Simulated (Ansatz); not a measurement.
Mg₂Te₂. Total charge 0; singlet. Geometry r2SCAN-D4/def2-SVP, basis def2-TZVP, Ansatz.

```
atom   x (Å)   y (Å)   z (Å)
 Mg1   0.154  -0.932  -1.037
 Mg2  -0.154   0.932   1.037
 Te3  -1.989  -0.941   0.551
 Te4   1.989   0.941  -0.551
```

```csv
run,HOMO (eV),LUMO (eV)
A,-7.74,-1.15
B,-5.75,-2.72
C,-5.06,-3.07
D,-5.04,-3.52
E,-4.87,-3.32
```

In the def2 sets Te takes a core potential; there is no spin–orbit coupling. The structure comes from a short search, and lower isomers may exist.

Task: The runs used LDA (SPW92), PBE, PBE0, r2SCAN, ωB97X-V. Estimate which is which.

Result: A ωB97X-V (range-separated); B PBE0 (25 % exact exchange); C r2SCAN (0 % exact exchange); D LDA (SPW92) (0 % exact exchange); E PBE (0 % exact exchange). Exact exchange lowers occupied and raises empty levels; among semilocal functionals meta-GGAs tend to open the gap a little, and such runs are hard to tell apart. The gap grows from 1.52 eV (LDA (SPW92)) to 6.59 eV (ωB97X-V).
